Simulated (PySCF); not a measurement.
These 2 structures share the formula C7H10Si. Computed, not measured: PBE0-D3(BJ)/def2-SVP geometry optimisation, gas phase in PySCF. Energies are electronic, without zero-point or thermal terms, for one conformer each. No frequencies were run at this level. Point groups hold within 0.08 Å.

Problem. Rank from lowest to highest electronic energy at this level (kcal/mol).
A. `CC=C=C=C=C(C)[SiH3]`
B. `[CH3:1][SiH2:2][c:3]1[cH:4][cH:5][cH:6][cH:7][cH:8]1` with C1–Si2–C3–C4 23°

Solution. B (0.0), A (89.7).

As drawn, the lower has an aromatic ring, which the higher lacks; the higher has cumulated double bonds and a C=C bond outside aromatic rings, which the lower lacks.

| SMILES | E (Eh) | E rel (kcal/mol) | dipole (D) | point group | A, B, C (MHz) |
| --- | --- | --- | --- | --- | --- |
| C[SiH2]c1ccccc1 | -561.54434 | 0.0 | 0.78 | C1 | 4059, 1054, 859.7 |
| CC=C=C=C=C(C)[SiH3] | -561.40133 | 89.7 | 0.86 | C1 | 4077, 557.0, 510.6 |
